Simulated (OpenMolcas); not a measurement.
## V3+: moving the ligands

V3+ with 6 ligands (sulfide) in trigonal prismatic coordination (D3h) at 2.52 Å, a polar angle of 48.6° against the regular 49.1°. A charge of +1.5 e stands 2.8 Å behind each ligand. Ligand basis ANO-RCC-VDZP.

| Item | Value |
| --- | --- |
| Program | OpenMolcas |
| Method | SS-CASPT2, IPEA 0.25 Eh, imaginary shift 0.1 Eh (closed shells correlated: 3s 3p and the ligand valence shells) |
| Basis | ANO-RCC-VTZP [6s5p3d2f1g] |
| Scalar Hamiltonian | DKH2, point nucleus |
| Active space | 2 electrons in 5 orbitals (3d) |
| State averaging | 2S+1 = 3 even, 10 roots; 2S+1 = 1 even, 15 roots |
| Spin-orbit coupling | RASSI with atomic mean-field integrals over the reference wave functions |

Runs around this geometry, states (labels of D3, the rotations of D3h). Energies in cm-1 above the lowest state or level, χT in cm3 K/mol.

```
R (Å)  Polar angle / regular  Ground state  First state of that spin  First gap with spin-orbit (degeneracies)  χT at 300 K  First state of another spin
 2.26                   0.99            3E                   3E 5640                                170 (2, 2)        0.896                     1A1 3880
 2.52                   0.99            3E                   3E 4040                                180 (2, 2)        0.886                     1A1 6390
 2.42                  1.089            3E                   3E 4710                                180 (2, 2)        0.889                     1A1 5710
```

Taking the first state of the same spin as R^-n, n = -ln(4040 / 5640) / ln(2.52 / 2.26) = 3.1 between the shortest and longest distance.

Roots that are degenerate in the reference are averaged as groups; the widest CASPT2 spread within a group is 220 cm-1 (the 2-fold group of multiplicity 3 near 0 cm-1 above the lowest state of its run, R = 2.52, ratio = 0.99). Shifts and gaps below about the spread of the groups concerned are not significant. Over all roots computed the reference weight is 0.55 to 0.58 in R = 2.26 in ratio = 0.99, 0.59 to 0.61 in R = 2.52 in ratio = 0.99, 0.58 to 0.60 in R = 2.42 in ratio = 1.089; a low but even weight reflects the number of correlated electrons. An orbital doublet at a regular site is open to a Jahn-Teller distortion, which this geometry leaves out. The sulfide ions are held by bare point charges, a crude embedding. Ligand-to-metal charge-transfer states are missing. With no ligand orbital active B as a rule stays too high, so bands that hang on it stand too high and its fall with covalency is understated. The least metal-like active orbital is 80 % on the metal (Löwdin) and no ligand orbital is active, so the numbers are rough (holds for R = 2.26, ratio = 0.99). Free-ion shares, where given, are those of the reference states; single-state CASPT2 does not remix them (holds for R = 2.52, ratio = 0.99). No measured value stands beside these numbers; the geometry is a model, was not optimised and need not be the one that this ion takes.
